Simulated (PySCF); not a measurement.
NICS in isomers of C7H5FO.

Definitions: NICS(0) = −σiso at the ring centroid; NICS(1) = −σiso and NICS(1)zz = −σzz at ±1 Å along the ring normal z. Level: GIAO B97-2/pcSseg-2 (PySCF, non-relativistic, gas phase) on the PBE0-D3(BJ)/def2-TZVP geometries, one conformer each. Atom numbers follow the mapped SMILES.

Problem. Order these rings by mean NICS(1)zz, lowest (most negative) first (ppm).
A. ring C4–C5–C6–C7–C8–C9 in `[O:1]=[C:2]([F:3])[c:4]1[cH:5][cH:6][cH:7][cH:8][cH:9]1`
B. ring C3–C4–C5–C6–C7–C8 in `[O:1]=[CH:2][c:3]1[cH:4][cH:5][cH:6][cH:7][c:8]1[F:9]`
C. ring C3–C4–C5–C6–C7–C9 in `[O:1]=[CH:2][c:3]1[cH:4][cH:5][cH:6][c:7]([F:8])[cH:9]1`

Solution. A (-28.2), C (-27.1), B (-26.1).

```json
{"SMILES": "O=C(F)c1ccccc1", "ring": "6-membered carbocycle; formal bonds all aromatic", "NICS(0)": "-8.2", "NICS(1)": "-10.0", "NICS(1)zz": "-28.2", "HOMA": "1.00", "rms pucker (Å)": "0.00", "ring atoms with four or more neighbours": "0"}
{"SMILES": "O=Cc1cccc(F)c1", "ring": "6-membered carbocycle; formal bonds all aromatic", "NICS(0)": "-9.8", "NICS(1)": "-10.0", "NICS(1)zz": "-27.1", "HOMA": "0.99", "rms pucker (Å)": "0.00", "ring atoms with four or more neighbours": "0"}
{"SMILES": "O=Cc1ccccc1F", "ring": "6-membered carbocycle; formal bonds all aromatic", "NICS(0)": "-9.5", "NICS(1)": "-9.7", "NICS(1)zz": "-26.1", "HOMA": "0.99", "rms pucker (Å)": "0.00", "ring atoms with four or more neighbours": "0"}
```

NICS(0) gives another order. The isotropic NICS(1) ties some rings at the printed digit and otherwise keeps the order. HOMA uses Krygowski's 1993 parameters. NICS(1) and NICS(1)zz are means over the two faces.
